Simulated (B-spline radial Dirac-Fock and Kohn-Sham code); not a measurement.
Level of theory: configuration-average Dirac-Fock orbitals; a radial finite-basis atomic code.

**Question.** This computed X-ray form factor belongs to an atom or ion in its tabulated ground configuration. Which?

```
sin θ/λ (Å⁻¹)      f₀
          0.1  13.972
         0.14  13.945
          0.2  13.888
         0.23  13.852
         0.44  13.474
         0.52  13.276
         0.71  12.708
         1.35  10.279
         2.18   7.529
```

**Answer.** La⁴³⁺, with 14 electrons in [Ne] 3s2 3p2. f₀ tends to the number of electrons as s goes to zero, which the first rows give only roughly, and the rate of fall reflects the nuclear charge, 57.
